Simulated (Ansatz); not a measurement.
Mg3Al3⁺. Charge 1, multiplicity 1. Geometry PBE0-D4/def2-SVP, basis def2-TZVP, Ansatz.

```xyz
6

Al    0.0019   -1.6363    0.9033
Al   -1.3717   -0.7331   -1.0736
Al    1.0939    0.7665   -0.4011
Mg   -1.7505    0.3685    1.3987
Mg    2.4266   -0.3105    1.7142
Mg   -0.4003    1.5448   -2.5415
```

```
run  HOMO (eV)  LUMO (eV)
  A      -7.98      -6.20
  B      -7.57      -6.72
  C      -7.65      -6.60
  D      -7.80      -6.44
```

B3LYP takes the VWN-RPA correlation. HSE06 is defined as in plane-wave codes, on full-range PBE exchange. Another isomer (singlet) lies 0.16 eV lower at PBE0-D4/def2-TZVP; other spin states weren't run for this one.

**Question.** The runs used B3LYP, HSE06, PBE, r2SCAN. Estimate which is which.

**Answer.** A B3LYP (20 % exact exchange); B PBE (0 % exact exchange); C r2SCAN (0 % exact exchange); D HSE06 (range-separated). Exact exchange lowers occupied and raises empty levels; among semilocal functionals meta-GGAs tend to open the gap a little, and such runs are hard to tell apart. The gap grows from 0.85 eV (PBE) to 1.78 eV (B3LYP). The restricted singlet is unstable towards broken spin symmetry in Hartree–Fock (as tested in another run); at B3LYP-D4/def2-TZVP, PBE-D4/def2-TZVP, r2SCAN-D4/def2-TZVP, HSE06-D4/def2-TZVP this wasn't settled.
